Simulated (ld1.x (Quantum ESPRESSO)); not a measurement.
## Which change was made? (P, ultrasoft)

ld1.x (Quantum ESPRESSO) 7.5 input, shortened:

```
&input
   title='P', zed=15., rel=1, dft='PZ', iswitch=3,
   config='[Ne] 3s2 3p3'
 /
 &inputp
   pseudotype=3, tm=.true., lloc=-1, rcloc=1.80,
   nlcc=.false.
 /
4
3S  1  0   2.00   0.00  1.30  1.45  0.0
3S  1  0   0.00   2.70  1.30  1.45  0.0
3P  2  1   3.00   0.00  1.75  2.10  0.0
3P  2  1   0.00   1.35  1.75  2.10  0.0
 &test
   configts(1)='3s2 3p3'
 /
```

Cutoffs, loose and tight: the cutoffs (Ry, on a coarse ladder) from which the occupation-weighted sum of valence levels, in a spherical-Bessel basis at the reference potential, stays within 10 and 1 mRy of its value at 400 Ry. They do not see the model core or the augmentation charge, which bear on the density cutoff. Test errors are all-electron minus pseudo excitation energies from the reference, over the configurations 3s2 3p2; 3s2 3p1; 3s2 3p0; 3s2 3p3.3; 3s1 3p3; 3s0 3p5; 3s2 3p2.5 (two spin-polarised tests are not counted in the largest error); variants that change the core or the reference have their own tests.

The base gives: outcome: generated; cutoff, loose: 18 Ry; cutoff, tight: 21 Ry; bound ghosts: none; largest test error (meV): +129.

(1) After one change the result is: outcome: generated; cutoff, loose: 18 Ry; cutoff, tight: 25 Ry; bound ghosts: none; largest test error (meV): +100. Which change was it?
A. waves 3p (bound): rcut 1.75, rcutus 2.82 bohr; 3p channel at 1.35 Ry: rcut 1.75, rcutus 2.82 bohr
B. core correction a·sin(br)/r model core inside 0.82 bohr
C. waves 3s (bound): rcut 1.30, rcutus 1.84 bohr; 3s channel at 2.7 Ry: rcut 1.30, rcutus 1.84 bohr
D. all radii scaled by about 1.06 (s 1.54, p 2.24 bohr, rcut 1.38/1.86); local potential all-electron potential smoothed inside 1.92 bohr (lloc = -1)
E. augmentation PSQ, radius 1.25 bohr

Answers

(1) E. The others give: all radii scaled by about 1.06 (s 1.54, p 2.24 bohr, rcut 1.38/1.86); local potential all-electron potential smoothed inside 1.92 bohr (lloc = -1) → outcome: generated; cutoff, loose: 15 Ry; cutoff, tight: 18 Ry; bound ghosts: none; largest test error (meV): +127 | waves 3p (bound): rcut 1.75, rcutus 2.82 bohr; 3p channel at 1.35 Ry: rcut 1.75, rcutus 2.82 bohr → outcome: generated, overlap not positive; bound ghosts: not determined (overlap not positive); largest test error (meV): +129 | core correction a·sin(br)/r model core inside 0.82 bohr → outcome: generated; cutoff, loose: 18 Ry; cutoff, tight: 21 Ry; bound ghosts: none; largest test error (meV): +58 | waves 3s (bound): rcut 1.30, rcutus 1.84 bohr; 3s channel at 2.7 Ry: rcut 1.30, rcutus 1.84 bohr → outcome: generated; cutoff, loose: 12 Ry; cutoff, tight: 18 Ry; bound ghosts: none; largest test error (meV): +129. A file whose overlap is not positive is unfit for use, and its test errors describe a broken file.
